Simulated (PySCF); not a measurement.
[LuCl2]+ relaxed at several levels

Computed with PySCF 2.14.0, PBE0, def2-SVP on the ligands, density fitting, scalar-relativistic core potentials, no spin-orbit coupling, vacuum. Each row is relaxed at its own level from the same template. Distances are means of the shortest metal–ligand contacts, charges and spins Mulliken's; removal energies are rigid, with the ligand's formal charge and no counterpoise, so too large; for an anion taken off a cation in vacuum most of it is the attraction of opposite charges, and multiply charged cations can part far more cheaply with an electron moved from ligand to metal. lcecp potentials hold a fixed number of 4f electrons in the core, out of states, spins and gaps.

```csv
level,basis on the metal,point group,M–Cl (Å),charge on M (e),HOMO–LUMO gap (eV),removal of one Cl (eV),"strongest infrared band, degenerate modes summed (cm⁻¹)",unstable modes (below −25 cm⁻¹)
PBE0,def2-SVP with ECP28,C2v,2.294,1.31,5.54,15.43,409,0
```

Q: What does the calculation give for PBE0, lcecp-1-SVP with ECP60?

A: point group: C2v, M–Cl (Å): 2.324, charge on M (e): 1.24, removal of one Cl (eV): 15.28, strongest infrared band, degenerate modes summed (cm⁻¹): 407, unstable modes (below −25 cm⁻¹): 0.
```xyz
3

Lu    0.0000    0.0000   -0.4547
Cl    1.9407    0.0000    0.8234
Cl   -1.9407    0.0000    0.8234
```

One start shape was tried for each, so a minimum needn't be the lowest isomer.
